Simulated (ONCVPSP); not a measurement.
# sulfur (S), ONCV: configuration errors across variants

ONCVPSP 4.0.1 input, shortened (lines: element, Z, core and valence counts, functional; n l f; lmax; l rc ep ncon nbas qcut; lloc lpopt rc5 dvloc0; l nproj debl; icmod fcfact rcfact), PBE, non-relativistic:

```
  S 16.00    3    2        4      upf
    1    0    2.00
    2    0    2.00
    2    1    6.00
    3    0    2.00
    3    1    4.00
    1
    0    1.25    0.00    5   10    6.00
    1    1.55    0.00    4    8    5.30
    4    5    0.95    1.00
    0    1    1.80
    1    3    3.50
    3    1.75    1.55
```

All-electron excitation energies from the reference (eV): (1) 3s2 3p3 11.782; (2) 3s2 3p2 34.078; (3) 3s2 3p1 68.128; (4) 3s1 3p5 10.183.

1 further variants failed, have other tests or another functional or relativity, and are left out.

A true bound ghost makes a file unfit for plane-wave use even where its test errors are small: the radial tests pick states by their node count and pass the ghost by.

Errors AE − PS in meV (a dash: test not solved or not reliable):

```tsv
change	(1)	(2)	(3)	(4)	bound ghosts	GHOST(+) flags above zero
base	+4.3	+33	+131	-0.8	none	s
core correction none	+3.7	+35	+233	+0.5	none	s
s: ncon 3, nbas 8	+3.8	+28	+109	-1.0	none	s
s: qcut 4.3	+4.8	+36	+147	-1.1	none	s
core correction Teter function, fcfact 1.75, rcfact 1.52	+4.3	+33	+133	-0.7	none	s
p: qcut 5.6	+4.4	+33	+132	-1.0	none	s
s: rc 1.3	+4.1	+31	+122	-0.5	none	s
p: rc 1.16	+4.0	+31	+124	0.0	p	s, p
```

Problem. Give the same row for: local potential polynomial inside 0.95 bohr (lpopt 5, dvloc0 -1 Ha).

Solution. –, –, –, –; bound ghosts: s; GHOST(+) flags above zero: none.
